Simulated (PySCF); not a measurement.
Species: 4-chloro-N-methylaniline, C7H8ClN.
Bonds: C1–N2, N2–C3, C3–C4 (aromatic), C4–C5 (aromatic), C5–C6 (aromatic), C6–Cl7, C6–C8 (aromatic), C8–C9 (aromatic), C3–C9 (aromatic). Hydrogens: H10, H11, H12 on C1; H13 on N2; H14 on C4; H15 on C5; H16 on C8; H17 on C9.

The calculation used PySCF, PBE0-D3(BJ)/def2-SVP geometry optimisation, gas phase.

Task: What internal coordinates does the optimisation give?

Result: 
```csv
bond,length (Å),order
C1–N2,1.431,single
N2–C3,1.371,single
"C3–C4, C3–C9",1.409,aromatic
"C4–C5, C8–C9",1.389,aromatic
"C5–C6, C6–C8",1.393,aromatic
C6–Cl7,1.737,single
"C1–H10, C1–H12",1.101,single
C1–H11,1.108,single
N2–H13,1.009,single
"C4–H14, C9–H17",1.092,single
"C5–H15, C8–H16",1.091,single
```

Bonds in one row agree within 0.01 Å and their mean is given. Orders are formal, as drawn. A selection of angles:
```csv
angle,degrees
C1–N2–C3,123.5
N2–C3–C4,122.1
N2–C3–C9,120.1
C4–C3–C9,117.8
C3–C4–C5,120.9
C4–C5–C6,120.3
C5–C6–Cl7,120.1
C5–C6–C8,119.8
H13–N2–C1,117.6
H13–N2–C3,116.4
```

Torsions: C1–N2–C3–C4 -8° (synperiplanar). The mirror-image conformer, all signs reversed, is as good.

The 6-membered ring C3–C4–C5–C6–C8–C9 has internal angles of 117.8° to 121.3°; it is planar, 0.00 Å rms from its mean plane, widest ring torsion 1°. The 2 C–N bonds span 1.371 Å (N2–C3, drawn single) to 1.431 Å (C1–N2, drawn single), a spread of 0.060 Å. Of the pairs four or more bonds apart, C1···H14 is among the closest relative to their van der Waals radii: 2.60 Å, 90 % of the sum of Bondi's values. The 6 C–C bonds span 1.387 Å (C8–C9, aromatic) to 1.410 Å (C3–C9, aromatic), a spread of 0.023 Å. N2 (aniline-type nitrogen) is almost planar (angles 123.5°, 117.6° and 116.4°, sum 357.4°, 0.12 Å off the plane of its three neighbours).

Point group: near Cs, missed by 0.24 Å at most; the miss may be what the optimiser left on a soft mode. PBE0-D3(BJ)/def2-SVP frequencies: not computed here. The numbers are those of one conformer.
